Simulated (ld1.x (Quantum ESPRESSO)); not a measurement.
## Configuration tests for hafnium (PAW)

Hf, PAW, made with ld1.x (Quantum ESPRESSO) 7.5 (LDA (PZ), fully relativistic). Core [Kr] 4d10 4f14 5s2, reference 5p6 5d3 6s1 6p0. Waves: 6s (bound): rcut 2.95, rcutus 3.30 bohr; 6s channel at -0.05 Ry: rcut 2.95, rcutus 3.30 bohr; 5p (bound): rcut 2.05, rcutus 2.80 bohr; 6p (bound, empty): rcut 2.05, rcutus 2.80 bohr; 5d (bound): rcut 1.90, rcutus 2.55 bohr; 5d channel at 4.2 Ry: rcut 1.90, rcutus 2.55 bohr; 5f channel at 0.05 Ry: rcut 2.50, rcutus 2.80 bohr. Local part: all-electron potential smoothed inside 2.90 bohr (lloc = -1). Core correction: a·sin(br)/r model core, default radius (ld1.x builds one for every PAW set, though the input has nlcc=.false.). Augmentation charge: PSQ, inside the norm-conserving radii.

Open shells are filled in proportion to 2j + 1 (rel_dist='average').

Energies are relative to the spin-unpolarised reference configuration 5p6 5d3 6s1 6p0; without spin polarisation the order of configurations can differ from experiment. Not all tests gave a result: test run stopped at test 5 of 7 (negative rho). The frozen-core shift is the all-electron ΔE with the core orbitals held at their reference shape minus the fully relaxed ΔE.

```json
{"valence configuration": "5p6 5d2 6s1 6p0", "charge": "+1", "ΔE all-electron (eV)": "5.620", "error AE − PS (meV)": "-8.2", "frozen-core shift (meV)": "+6.7"}
{"valence configuration": "5p6 5d2 6s0 6p0", "charge": "+2", "ΔE all-electron (eV)": "20.121", "error AE − PS (meV)": "-22", "frozen-core shift (meV)": "+18"}
```

What are ΔE and the potential's error for 5p6 5d2 6s2 6p0?

ΔE = -2.580 eV all-electron; the error (AE − PS) is -3.0 meV.

What are ΔE and the potential's error for 5p6 5d2.5 6s1.5 6p0?

ΔE = -1.335 eV all-electron; the error (AE − PS) is -1.0 meV.

These tests converged, but a pseudo level misses the all-electron one widely, so the file describes the atom poorly there or has found another state: 5p6 5d2 6s0 6p0: empty 6p by 7.4 eV (a node warning on the way).

The ghost test of this file was not conclusive.
